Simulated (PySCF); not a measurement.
Ligands exchanged one at a time, B NH2-H. All species are isolated molecules in the gas phase. Strings in code marks are SMILES.

Computed with PySCF with M06-2X/def2-TZVP // B3LYP-D3(BJ)/def2-TZVP. All candidates: neutral, multiplicity 1. Excitations are Tamm–Dancoff values on a coarser integration grid. The basis has no diffuse functions, so Rydberg states are missing or too high.

```yaml
dipole_moment: 1.84 D
HOMO–LUMO gap: 11.15 eV
brightest of the four lowest singlets (TDA): 8.58 eV
```

Problem. Say which member has these values.
A) `NBN`
B) `NB(N)N`
C) `BN`

Solution. C, `BN`. The others give `NBN`: 1.27 D, 9.92 eV, 8.31 eV; `NB(N)N`: 0.02 D, 9.42 eV, 7.32 eV
